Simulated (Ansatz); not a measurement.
C2H6ClGe, SMILES [CH3][Ge]([CH3])[Cl], multiplicity 2.

The structure is a stationary point at B3LYP-D3(BJ)/def2-SVP. The isomer is the one that the SMILES or the coordinates give; other isomers of the formula were not compared.

Two levels are set side by side: PBE/def2-SVPD (Ansatz, a first-principles code) and PBE0/def2-SVPD (Ansatz). Energy differences of separate SCF runs at the same geometry; the states with an electron removed or added have multiplicity 1 and 1. Differences are taken from unrounded values.

```tsv
quantity	PBE0
vertical ionisation energy (eV)	8.17
vertical electron affinity (eV)	1.16
```

### Question
What does PBE give, and how far is it from PBE0? (Estimate from the structure and the level; the computed values follow.)

### Answer

```csv
quantity,PBE,PBE minus PBE0
vertical ionisation energy (eV),7.94,-0.23
vertical electron affinity (eV),1.20,0.04
```
